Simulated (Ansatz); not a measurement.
Relaxation of C₁₄H₁₁N⁻, that is 1CB with one electron more with UKS PBE-D4/def2-SVP.

```sh
$ ansatz run in.yaml --threads 4 --pin off --events-out ev --progress --plain --max-ram 6963MiB
```

```yaml
crystal:
  periodic: [false, false, false]
  atoms:
    - {symbol: C, position_ang: [4.699089, -0.092712, -0.234508]}
    - {symbol: C, position_ang: [3.195806, -0.042370, -0.148679]}
    - {symbol: C, position_ang: [2.513801, -0.445376, 1.017625]}
    - {symbol: C, position_ang: [1.116240, -0.424311, 1.087867]}
    - {symbol: C, position_ang: [0.337438, -0.003366, -0.013320]}
    - {symbol: C, position_ang: [-1.141881, 0.020917, 0.057710]}
    - {symbol: C, position_ang: [-1.810659, 0.312646, 1.270472]}
    - {symbol: C, position_ang: [-3.204468, 0.337296, 1.344599]}
    - {symbol: C, position_ang: [-3.981182, 0.066842, 0.193313]}
    - {symbol: C, position_ang: [-5.412370, 0.089031, 0.261382]}
    - {symbol: N, position_ang: [-6.585630, 0.106570, 0.315840]}
    - {symbol: C, position_ang: [-3.326777, -0.226589, -1.026362]}
    - {symbol: C, position_ang: [-1.932187, -0.246728, -1.085565]}
    - {symbol: C, position_ang: [1.020643, 0.400292, -1.183561]}
    - {symbol: C, position_ang: [2.417724, 0.383586, -1.245921]}
    - {symbol: H, position_ang: [5.105003, 0.769192, -0.801469]}
    - {symbol: H, position_ang: [5.168371, -0.098143, 0.768782]}
    - {symbol: H, position_ang: [5.037287, -1.011715, -0.760877]}
    - {symbol: H, position_ang: [3.093475, -0.788672, 1.889552]}
    - {symbol: H, position_ang: [0.617756, -0.770839, 2.005951]}
    - {symbol: H, position_ang: [-1.222072, 0.556004, 2.167439]}
    - {symbol: H, position_ang: [-3.707413, 0.573613, 2.293489]}
    - {symbol: H, position_ang: [-3.925241, -0.445850, -1.922435]}
    - {symbol: H, position_ang: [-1.439937, -0.504140, -2.035113]}
    - {symbol: H, position_ang: [0.446907, 0.768866, -2.047556]}
    - {symbol: H, position_ang: [2.920288, 0.715957, -2.168668]}
basis:
  gaussian: {orbitals: def2-SVP}
total_charge: -1
magnetization: {spin_polarized: true, initial_magnetization: 1}
hamiltonian: {xc: pbe, dispersion: d4}
scf: {lower_state_search: "off"}
output: {orbitals: {seedname: orbitals}}
relax: {f_tol: 0.03, max_steps: 70}
```

It took 24 s on 4 threads of AMD EPYC 9R45 on a shared host.

Positions (Å) and forces (eV/Å) at steps 1, 2, 3, 4, 5, 6, 7, 9 of 9:

```xyz
26
step=1 energy=-16156.2966 eV
C     4.699   -0.093   -0.235   -0.210   -0.059   -0.042
C     3.196   -0.042   -0.149    0.480    0.072    0.100
C     2.514   -0.445    1.018   -0.406    0.011    0.164
C     1.116   -0.424    1.088    0.720   -0.064    0.449
C     0.337   -0.003   -0.013   -1.742    0.036    0.056
C    -1.142    0.021    0.058    1.828   -0.027   -0.103
C    -1.811    0.313    1.270   -0.938   -0.015    0.622
C    -3.204    0.337    1.345    1.050    0.095    0.557
C    -3.981    0.067    0.193   -1.916    0.027    0.096
C    -5.412    0.089    0.261    1.849   -0.032   -0.088
N    -6.586    0.107    0.316   -1.332    0.022    0.064
C    -3.327   -0.227   -1.026    0.991   -0.126   -0.662
C    -1.932   -0.247   -1.086   -0.994    0.053   -0.524
C     1.021    0.400   -1.184    0.664    0.008   -0.468
C     2.418    0.384   -1.246   -0.438    0.003   -0.180
H     5.105    0.769   -0.801    0.089    0.067   -0.040
H     5.168   -0.098    0.769    0.052    0.005    0.054
H     5.037   -1.012   -0.761    0.188   -0.094   -0.061
H     3.093   -0.789    1.890    0.049   -0.036    0.056
H     0.618   -0.771    2.006   -0.029    0.002    0.003
H    -1.222    0.556    2.167    0.031    0.005    0.039
H    -3.707    0.574    2.293   -0.013    0.041    0.031
H    -3.925   -0.446   -1.922   -0.018   -0.036   -0.030
H    -1.440   -0.504   -2.035    0.027   -0.015   -0.040
H     0.447    0.769   -2.048   -0.030    0.005    0.000
H     2.920    0.716   -2.169    0.048    0.050   -0.053
26
step=2 energy=-16156.4148 eV
C     4.717   -0.100   -0.241   -0.116   -0.005    0.014
C     3.212   -0.037   -0.147    0.222   -0.020    0.001
C     2.523   -0.400    1.035   -0.184    0.005    0.002
C     1.127   -0.377    1.108    0.340   -0.022    0.139
C     0.328   -0.004   -0.012   -0.931    0.008    0.040
C    -1.139    0.020    0.057    0.970   -0.020   -0.049
C    -1.826    0.253    1.290   -0.448    0.037    0.173
C    -3.214    0.296    1.360    0.491    0.000    0.137
C    -4.012    0.066    0.194   -0.875    0.020    0.040
C    -5.433    0.089    0.262    0.363   -0.007   -0.020
N    -6.618    0.107    0.317   -0.049    0.002    0.004
C    -3.337   -0.185   -1.042    0.476   -0.018   -0.182
C    -1.947   -0.187   -1.104   -0.464   -0.026   -0.121
C     1.028    0.353   -1.202    0.337    0.025   -0.150
C     2.423    0.345   -1.261   -0.210    0.022    0.002
H     5.130    0.749   -0.827    0.030    0.023   -0.015
H     5.189   -0.076    0.763    0.021    0.003    0.015
H     5.075   -1.031   -0.742    0.038   -0.022   -0.014
H     3.103   -0.730    1.914    0.015    0.021    0.028
H     0.633   -0.699    2.038    0.000    0.020   -0.004
H    -1.240    0.465    2.198   -0.002   -0.017   -0.002
H    -3.713    0.528    2.313   -0.018   -0.028    0.021
H    -3.930   -0.398   -1.944   -0.019    0.026   -0.018
H    -1.457   -0.419   -2.063    0.002    0.022   -0.005
H     0.455    0.701   -2.076   -0.004   -0.019   -0.001
H     2.925    0.674   -2.187    0.014   -0.030   -0.033
26
step=3 energy=-16156.4588 eV
C     4.729   -0.105   -0.243    0.076    0.005    0.019
C     3.226   -0.040   -0.151   -0.104   -0.013   -0.013
C     2.532   -0.317    1.058    0.121    0.042   -0.059
C     1.140   -0.295    1.135   -0.132    0.036   -0.087
C     0.316   -0.002   -0.010    0.204    0.012    0.013
C    -1.130    0.019    0.058   -0.213    0.006    0.011
C    -1.841    0.167    1.308    0.161   -0.061   -0.122
C    -3.222    0.194    1.381   -0.213    0.015   -0.165
C    -4.041    0.067    0.195    0.355   -0.015   -0.008
C    -5.449    0.089    0.261   -0.484    0.006    0.020
N    -6.639    0.107    0.316    0.395   -0.005   -0.017
C    -3.341   -0.086   -1.063   -0.193   -0.003    0.181
C    -1.960   -0.103   -1.119    0.178    0.060    0.096
C     1.033    0.280   -1.226   -0.111   -0.044    0.071
C     2.425    0.265   -1.287    0.132   -0.062    0.024
H     5.144    0.716   -0.873   -0.029   -0.048    0.035
H     5.203   -0.022    0.760   -0.032   -0.008   -0.067
H     5.105   -1.059   -0.694   -0.060    0.073    0.037
H     3.115   -0.566    1.968   -0.058    0.028   -0.117
H     0.654   -0.546    2.094    0.061    0.031   -0.098
H    -1.261    0.304    2.239   -0.073   -0.022   -0.112
H    -3.718    0.338    2.359    0.032   -0.031   -0.125
H    -3.931   -0.212   -1.989    0.045    0.033    0.119
H    -1.474   -0.254   -2.101   -0.065    0.015    0.128
H     0.462    0.557   -2.129    0.068   -0.027    0.090
H     2.923    0.504   -2.249   -0.061   -0.023    0.145
26
step=4 energy=-16156.4726 eV
C     4.731   -0.103   -0.241    0.050   -0.005    0.005
C     3.229   -0.042   -0.152   -0.044   -0.022   -0.010
C     2.535   -0.288    1.060    0.054   -0.032   -0.015
C     1.143   -0.268    1.136   -0.087    0.019   -0.031
C     0.317    0.000   -0.010    0.115   -0.024   -0.009
C    -1.130    0.023    0.058   -0.127   -0.001    0.010
C    -1.844    0.134    1.307    0.112    0.038   -0.063
C    -3.225    0.169    1.378   -0.114   -0.037   -0.040
C    -4.043    0.066    0.196    0.200    0.012   -0.012
C    -5.452    0.087    0.262   -0.208    0.003    0.008
N    -6.639    0.106    0.318    0.150   -0.003   -0.006
C    -3.344   -0.059   -1.059   -0.110    0.030    0.053
C    -1.961   -0.066   -1.118    0.113   -0.045    0.055
C     1.035    0.247   -1.231   -0.076    0.008    0.046
C     2.427    0.227   -1.293    0.058    0.061    0.023
H     5.145    0.704   -0.887   -0.014   -0.024    0.019
H     5.204   -0.001    0.760   -0.021   -0.003   -0.036
H     5.106   -1.066   -0.672   -0.031    0.042    0.019
H     3.117   -0.522    1.970   -0.026    0.033   -0.035
H     0.660   -0.498    2.099    0.041    0.021   -0.035
H    -1.267    0.247    2.240   -0.049   -0.018   -0.044
H    -3.721    0.288    2.356    0.020   -0.017   -0.041
H    -3.933   -0.160   -1.985    0.024    0.010    0.040
H    -1.479   -0.201   -2.101   -0.042    0.031    0.043
H     0.467    0.512   -2.138    0.039   -0.028    0.024
H     2.924    0.462   -2.253   -0.027   -0.049    0.032
26
step=5 energy=-16156.4742 eV
C     4.731   -0.105   -0.244    0.018    0.006    0.013
C     3.228   -0.039   -0.154    0.011    0.005    0.029
C     2.536   -0.266    1.062    0.007   -0.046   -0.019
C     1.144   -0.246    1.139   -0.039   -0.004   -0.033
C     0.317    0.002   -0.010    0.055    0.003    0.001
C    -1.130    0.020    0.059   -0.066   -0.007    0.006
C    -1.844    0.114    1.308    0.058    0.049   -0.047
C    -3.226    0.148    1.379   -0.053   -0.013   -0.043
C    -4.042    0.063    0.196    0.106   -0.010   -0.005
C    -5.451    0.089    0.261   -0.146    0.004    0.008
N    -6.638    0.112    0.316    0.105   -0.004   -0.005
C    -3.343   -0.046   -1.059   -0.050    0.041    0.034
C    -1.961   -0.055   -1.117    0.054   -0.024    0.037
C     1.034    0.236   -1.233   -0.036   -0.015    0.027
C     2.425    0.216   -1.296    0.027    0.028    0.015
H     5.147    0.716   -0.871   -0.006   -0.110   -0.069
H     5.212   -0.008    0.751   -0.050   -0.009    0.083
H     5.097   -1.074   -0.669    0.005    0.115   -0.058
H     3.118   -0.492    1.974    0.000    0.034   -0.003
H     0.665   -0.467    2.105    0.020    0.019   -0.004
H    -1.271    0.219    2.243   -0.025   -0.024   -0.015
H    -3.722    0.256    2.357    0.000   -0.017   -0.002
H    -3.932   -0.128   -1.987    0.007   -0.001    0.014
H    -1.481   -0.168   -2.103   -0.024    0.012    0.018
H     0.467    0.479   -2.145    0.024   -0.010    0.007
H     2.919    0.426   -2.262   -0.003   -0.020    0.009
26
step=6 energy=-16156.4807 eV
C     4.733   -0.103   -0.240   -0.002    0.011    0.012
C     3.231   -0.042   -0.153    0.014   -0.002   -0.002
C     2.537   -0.246    1.065   -0.002    0.038    0.026
C     1.145   -0.224    1.141   -0.010   -0.002    0.004
C     0.318   -0.001   -0.011    0.003    0.005   -0.009
C    -1.130    0.022    0.057   -0.011    0.010   -0.001
C    -1.846    0.093    1.306    0.018   -0.034    0.007
C    -3.228    0.117    1.378    0.008    0.013    0.030
C    -4.043    0.067    0.196   -0.019    0.001   -0.004
C    -5.454    0.088    0.263    0.058    0.002   -0.003
N    -6.639    0.106    0.319   -0.051   -0.001    0.003
C    -3.346   -0.005   -1.058    0.008   -0.024   -0.019
C    -1.963   -0.024   -1.118    0.010    0.016    0.013
C     1.037    0.205   -1.238   -0.011    0.004    0.017
C     2.428    0.189   -1.299   -0.021   -0.035    0.001
H     5.147    0.697   -0.893   -0.001   -0.012   -0.011
H     5.205    0.010    0.758   -0.006   -0.002    0.011
H     5.103   -1.070   -0.658    0.010    0.001   -0.013
H     3.119   -0.428    1.986    0.001   -0.015    0.004
H     0.670   -0.408    2.116    0.010    0.001    0.002
H    -1.276    0.157    2.246   -0.014    0.004   -0.003
H    -3.724    0.187    2.359    0.003   -0.002    0.013
H    -3.934   -0.066   -1.987   -0.004    0.014   -0.022
H    -1.487   -0.109   -2.106   -0.005   -0.001   -0.016
H     0.474    0.422   -2.158    0.003   -0.003   -0.014
H     2.921    0.366   -2.270    0.011    0.014   -0.026
26
step=7 energy=-16156.4828 eV
C     4.734   -0.103   -0.239    0.001    0.011    0.007
C     3.232   -0.042   -0.153   -0.012    0.005   -0.005
C     2.539   -0.212    1.071    0.014   -0.014   -0.004
C     1.147   -0.193    1.146   -0.014    0.014    0.009
C     0.318    0.001   -0.011    0.025    0.004   -0.007
C    -1.130    0.022    0.057   -0.026   -0.009    0.002
C    -1.847    0.059    1.307    0.016   -0.003    0.005
C    -3.229    0.082    1.380   -0.010    0.003    0.017
C    -4.044    0.066    0.196   -0.015   -0.006   -0.001
C    -5.456    0.088    0.263    0.052    0.003   -0.003
N    -6.641    0.106    0.320   -0.041   -0.001    0.002
C    -3.346    0.026   -1.060   -0.011    0.004   -0.014
C    -1.963    0.007   -1.118    0.015    0.012   -0.003
C     1.037    0.178   -1.242   -0.017   -0.015    0.000
C     2.428    0.156   -1.305    0.004    0.003    0.006
H     5.148    0.682   -0.910    0.000    0.014    0.015
H     5.203    0.029    0.759    0.005    0.000   -0.024
H     5.107   -1.075   -0.643    0.003   -0.025    0.009
H     3.121   -0.373    1.997   -0.006    0.006   -0.014
H     0.676   -0.350    2.128    0.005    0.004   -0.018
H    -1.281    0.097    2.251   -0.006   -0.006   -0.016
H    -3.725    0.122    2.364    0.009    0.000   -0.020
H    -3.934    0.003   -1.992    0.009   -0.004    0.018
H    -1.491   -0.047   -2.112   -0.004    0.003    0.014
H     0.476    0.364   -2.171    0.007   -0.002    0.015
H     2.920    0.309   -2.283   -0.002   -0.003    0.010
26
step=9 energy=-16156.4840 eV
C     4.736   -0.103   -0.238   -0.001   -0.003   -0.003
C     3.234   -0.043   -0.154   -0.007    0.003    0.001
C     2.541   -0.173    1.075    0.001   -0.008   -0.010
C     1.149   -0.153    1.150    0.003    0.007    0.004
C     0.318    0.001   -0.012    0.007    0.006    0.000
C    -1.131    0.022    0.057   -0.005   -0.005    0.000
C    -1.849    0.017    1.307   -0.004   -0.002    0.003
C    -3.231    0.039    1.380    0.002    0.006   -0.010
C    -4.046    0.067    0.197    0.000   -0.009    0.000
C    -5.457    0.087    0.264    0.000    0.004    0.001
N    -6.643    0.106    0.321    0.002   -0.001    0.000
C    -3.348    0.069   -1.060    0.003    0.005    0.010
C    -1.965    0.050   -1.119   -0.003    0.006   -0.003
C     1.037    0.138   -1.248    0.002   -0.009   -0.004
C     2.428    0.115   -1.311    0.004   -0.001    0.006
H     5.150    0.674   -0.919    0.000    0.001    0.004
H     5.205    0.045    0.758    0.001    0.000   -0.006
H     5.111   -1.082   -0.625   -0.002    0.003    0.004
H     3.123   -0.300    2.006   -0.001    0.005   -0.008
H     0.682   -0.269    2.139   -0.004    0.000   -0.013
H    -1.286    0.011    2.253    0.003   -0.001   -0.014
H    -3.725    0.043    2.365   -0.001   -0.001   -0.010
H    -3.933    0.082   -1.993    0.000   -0.001    0.011
H    -1.495    0.040   -2.114    0.004   -0.002    0.014
H     0.478    0.283   -2.185   -0.003    0.000    0.013
H     2.918    0.233   -2.294   -0.001   -0.001    0.011
```

The highest occupied level of the relaxed charge -1 doublet lies above zero (up to 1.24 eV). By energy differences its removal costs 0.71 eV (each at its own geometry, to the charge 0 singlet, at PBE-D4/def2-SVP); self-interaction error and the lack of diffuse functions both raise the level. The relaxation made no stability test and no search for a lower SCF solution.
